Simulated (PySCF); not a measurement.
PySCF was given this input:
```python
from pyscf import gto, scf, cc

mol = gto.M(
    atom='''
O     1.13377266    0.12435186   -0.36781878
B    -0.03360281   -0.52188624   -0.20573049
O    -1.12795819   -0.03404720    0.40341739
H     1.22824605    1.02526193   -0.02617740
H    -1.10674775    0.86173194    0.77004098
''',
    basis='cc-pvdz',
    spin=1,
    verbose=3,
)

mf = scf.UHF(mol)
mf.kernel()

mycc = cc.CCSD(mf, frozen=3)
mycc.kernel()
et = mycc.ccsd_t()
print('E(CCSD(T)) = %.10f' % (mycc.e_tot + et))
```

Task: What does this run give for the SCF-reference dipole moment, MP2 correlation energy, SCF-reference HOMO energy?

Result: 
- SCF-reference dipole moment = 3.30 D
- MP2 correlation energy = -0.4349 Eh
- SCF-reference HOMO energy = -9.53 eV

These values belong to the state on which the SCF converged, which isn't shown to be the lowest.
